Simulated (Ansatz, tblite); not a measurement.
Spin states of CdF2⁻, each relaxed with PBE-D4/def2-TZVPD in Ansatz. Electronic energies in the gas phase.

In the def2 sets Cd takes a core potential; there is no spin–orbit coupling. The xTB rows come from tblite. B3LYP takes the VWN-RPA correlation. Correlated methods freeze 2 core orbitals; core or outer-core shells of Cd are correlated, in sets that lack core-valence functions. In CCSD on the charge -1 quartet the largest single amplitude is 0.25, so its Hartree–Fock determinant may place the open shell otherwise than the density functionals do. The structure comes from a short search, and lower isomers may exist.

Doublet geometry (C2v within 0.1 Å):

| atom | x (Å) | y (Å) | z (Å) |
| --- | --- | --- | --- |
| Cd1 | 0.064 | 0.640 | -0.218 |
| F2 | -1.745 | -0.412 | -0.661 |
| F3 | 1.681 | -0.229 | 0.879 |

Quartet geometry (C2v within 0.1 Å):

```xyz
3

Cd   -1.298    0.060   -0.546
F     0.684    0.989    0.301
F     0.613   -1.049    0.245
```

Run but left out: HF/STO-3G, HF/def2-TZVPD, HF/def2-TZVPPD, MP2/def2-TZVPD, MP2/def2-TZVPPD (quartet: a determinant that CCSD turns far, T1 0.048).

Only these spin states were relaxed.

```json
{"level": "GFN1-xTB", "quartet − doublet (kcal/mol)": "179.5", "lowest of these": "doublet", "remarks": "–"}
{"level": "GFN2-xTB", "quartet − doublet (kcal/mol)": "243.2", "lowest of these": "doublet", "remarks": "–"}
{"level": "PBE-D4/def2-TZVPD", "quartet − doublet (kcal/mol)": "119.6", "lowest of these": "doublet", "remarks": "HOMO above zero (doublet), HOMO above zero (quartet)"}
{"level": "r2SCAN-D4/def2-TZVPD", "quartet − doublet (kcal/mol)": "117.6", "lowest of these": "doublet", "remarks": "HOMO above zero (doublet), HOMO above zero (quartet)"}
{"level": "B3LYP-D4/def2-TZVPD", "quartet − doublet (kcal/mol)": "123.9", "lowest of these": "doublet", "remarks": "HOMO above zero (quartet)"}
{"level": "PBE0-D4/def2-TZVPD", "quartet − doublet (kcal/mol)": "121.1", "lowest of these": "doublet", "remarks": "HOMO above zero (quartet)"}
{"level": "r2SCAN0-D4/def2-TZVPD", "quartet − doublet (kcal/mol)": "119.8", "lowest of these": "doublet", "remarks": "HOMO above zero (quartet)"}
{"level": "BHLYP-D4/def2-TZVPD", "quartet − doublet (kcal/mol)": "125.4", "lowest of these": "doublet", "remarks": "HOMO above zero (quartet)"}
{"level": "B2PLYP/def2-TZVPD", "quartet − doublet (kcal/mol)": "129.7", "lowest of these": "doublet", "remarks": "–"}
{"level": "RPA@PBE/def2-TZVPD", "quartet − doublet (kcal/mol)": "118.2", "lowest of these": "doublet", "remarks": "–"}
{"level": "CCSD/def2-TZVPPD", "quartet − doublet (kcal/mol)": "132.2", "lowest of these": "doublet", "remarks": "HOMO above zero (quartet), large T1 (0.048) (quartet)"}
{"level": "CCSD(T)/def2-TZVPPD", "quartet − doublet (kcal/mol)": "131.9", "lowest of these": "doublet", "remarks": "HOMO above zero (quartet), large T1 (0.048) (quartet)"}
```

```csv
state,donor atoms,mean metal–ligand distance (Å),range (Å),Mulliken spin on the metal (PBE0)
doublet,2,2.139,2.14–2.14,1.04
quartet,2,2.347,2.35–2.35,2.11
```

⟨S²⟩ at PBE0-D4/def2-TZVPD: doublet 0.75 (pure 0.75), quartet 3.76 (pure 3.75).

Change of the quartet − doublet gap on mixing in exact exchange, in kcal/mol: PBE to PBE0 (25 % exact exchange) 1.4; r2SCAN to r2SCAN0 (25 % exact exchange) 2.2.

The xTB methods have no term that favours high spin, so they put low spin too low.
